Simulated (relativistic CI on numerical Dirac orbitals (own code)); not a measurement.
Cu⁴⁺ in a cubic cluster: 1s photoemission with charge transfer

Computed with a charge-transfer multiplet model of a cubic metal-ligand cluster with up to 3 ligand holes, Slater and spin-orbit integrals from Dirac-Coulomb-Breit ions, Slater integrals scaled by 0.8. The parameters are those of a tetrahedral site (10Dq negative, t2 hopping the larger). The ground state mixes d7 with configurations of k ligand holes L, whose averages lie at kΔ + k(k − 1)U_dd/2; a core hole lowers each added d electron by U_cd. 20 K, Lorentzian 1.1 eV and Gaussian 0.6 eV FWHM.

Atomic integrals in eV (Slater integrals scaled, ζ unscaled), ground: F2dd 11.838, F4dd 7.422, zeta_d 0.120; with the core hole: F2dd 13.094, F4dd 8.239, zeta_d 0.161, G2cd 0.084.

Cluster parameters (eV): Δ = -0.8, U_dd = 7.6, 10Dq = -0.25, 10Dq(ligand) = 0, V(eg) = 1.48, V(t2g) = -2.51, final-state hopping factor = 1.

| Case | n_d | d7 | d8L | d9L2 | d10L3 | S |
| --- | --- | --- | --- | --- | --- | --- |
| U_cd = 7.9 eV | 7.65 | 0.42 | 0.50 | 0.07 | 0.00 | 1.50 |
| U_cd = 9.1 eV | 7.65 | 0.42 | 0.50 | 0.07 | 0.00 | 1.50 |
| U_cd = 9.7 eV | 7.65 | 0.42 | 0.50 | 0.07 | 0.00 | 1.50 |
| U_cd = 10.9 eV | 7.65 | 0.42 | 0.50 | 0.07 | 0.00 | 1.50 |
| U_cd = 11.5 eV | 7.65 | 0.42 | 0.50 | 0.07 | 0.00 | 1.50 |

Weights, n_d and S are thermal averages at 20 K. Binding energies count from the first peak over 30 % of the highest in each spectrum, which can be another peak from case to case. The parameters are a model scan and need not match a compound or its usual spin state. Peaks in eV (height, largest 100):
- U_cd = 7.9 eV: 0.0 (100), 7.7 (35), 14.5 (9)
- U_cd = 9.1 eV: 0.0 (100), 7.7 (48), 14.1 (10), 17.4 (10)
- U_cd = 9.7 eV: 0.0 (100), 7.8 (56), 13.7 (12), 18.1 (14)
- U_cd = 10.9 eV: 0.0 (100), 7.8 (73), 13.2 (23), 19.8 (23)
- U_cd = 11.5 eV: 0.0 (100), 7.8 (80), 13.2 (31), 20.8 (28)

For the case U_cd = 9.7 eV, Δ = -0.8 eV is smaller than U_dd = 7.6 eV, the charge-transfer side of the Zaanen-Sawatzky-Allen scheme (negative Δ: between configuration averages a ligand hole costs less than the nominal valence; multiplet and field energies can change this for the lowest states). With the core hole the configuration with one ligand hole lies at Δ − U_cd = -8.7, -9.9, -10.5, -11.7, -12.3 eV from the one without, in the order of the table; where this is negative the screened configuration lies lower.
